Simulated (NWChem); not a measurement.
Species: CaF cation; SMILES [F][Ca+]

```xyz
2

Ca     0.0000     0.0000    -0.6158
F      0.0000     0.0000     1.3651
```
Atoms are numbered in this order, from 1.

Results from NWChem. Geometry: optimised at B3LYP/6-31G* (spherical d). GIAO values for the isolated, static molecule; σ is the absolute isotropic shielding, δ = σ(reference) − σ with the isolated reference molecule computed at the same levels (19F: trichlorofluoromethane).

Q: Predict the results for PBE0/x2c-SVPall-s, scalar ZORA without spin-orbit coupling. Quantities: σ Ca1 (ppm); δ F2 (ppm).

A: 
```json
{
 "σ Ca1 (ppm)": "1301.8",
 "δ F2 (ppm)": "222.2"
}
```
